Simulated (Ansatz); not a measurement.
Reaction (formal exchange of groups at the In–C bond): `[CH3][In]([CH3])[F]` + `OI` → `[CH3][In]([F])[I]` + CH₃OH

Program: Ansatz. Geometries: PBE0-D4/def2-TZVP. ΔE: electronic, gas phase. CCSD(T)/CBS adds triple-zeta CCSD(T) − MP2 to the extrapolated MP2 energy (def2 sets, frozen cores). This one scheme is used for every species. def2 core potentials past Kr. For I, In outer-core shells are correlated without core-valence functions, which leaves a few kJ/mol of doubt a bond.

`[CH3][In]([CH3])[F]`:

```xyz
10

C     1.811   -0.951    0.082
In   -0.120   -0.148   -0.327
C    -1.637    1.166    0.390
F    -0.750   -0.928   -2.034
H     2.234   -0.562    1.007
H     1.729   -2.037    0.147
H     2.471   -0.707   -0.752
H    -1.365    1.639    1.332
H    -1.816    1.933   -0.366
H    -2.557    0.595    0.520
```

`OI`:

```xyz
3

O     0.121   -0.025    0.640
I     0.672   -0.251   -1.242
H    -0.793    0.276    0.603
```

`[CH3][In]([F])[I]`:

Cartesian coordinates in Å:
```
C -1.071 -0.337 0.211
In 0.939 0.284 -0.107
F 2.137 0.398 1.430
I 2.216 0.974 -2.315
H -1.744 0.455 -0.117
H -1.263 -1.236 -0.374
H -1.213 -0.538 1.271
```

CH₃OH:

Cartesian coordinates in Å:
```
C -0.251 0.177 -0.180
O 1.009 -0.042 0.412
H -0.225 1.169 -0.631
H -1.067 0.158 0.553
H -0.473 -0.550 -0.971
H 1.008 -0.911 0.818
```

```
              species  CCSD/def2-TZVPP energy (Eh)
`[CH3][In]([CH3])[F]`                   -368.90518
                 `OI`                   -372.81602
  `[CH3][In]([F])[I]`                   -626.26204
                CH₃OH                   -115.54074
```

Task: Work out ΔE.

Result: ΔE = (-626.26204) + (-115.54074) − (-368.90518) − (-372.81602) = -0.08158 Eh = -214.2 kJ/mol. CCSD(T)/CBS gives -209.6 kJ/mol.

Task: What do rigid-rotor, harmonic-oscillator terms from PBE0-D4/def2-TZVP frequencies (298.15 K, 1 bar) make of the CCSD(T)/CBS value? (Best estimate.)

Result: The calculation gave: ΔZPE = +10.7 kJ/mol, ΔH = -199.7 kJ/mol, ΔS = -5 J/(mol·K), ΔG = -198.1 kJ/mol. Modes under 50 cm⁻¹ make the entropy rough.

Largest T1 diagnostic among the species: 0.014.

From PBE to PBE0 (25 % exact exchange), in def2-TZVPP and without D4, ΔE moves by −19.1 kJ/mol. At CCSD(T), def2-SVP lies −38.3 kJ/mol from the extrapolated value and def2-TZVPP +1.5 kJ/mol. In def2-TZVPP, CCSD(T) changes the Hartree–Fock value by +50.6 kJ/mol (the triples alone add +6.1 kJ/mol) and MP2 by +43.8 kJ/mol.
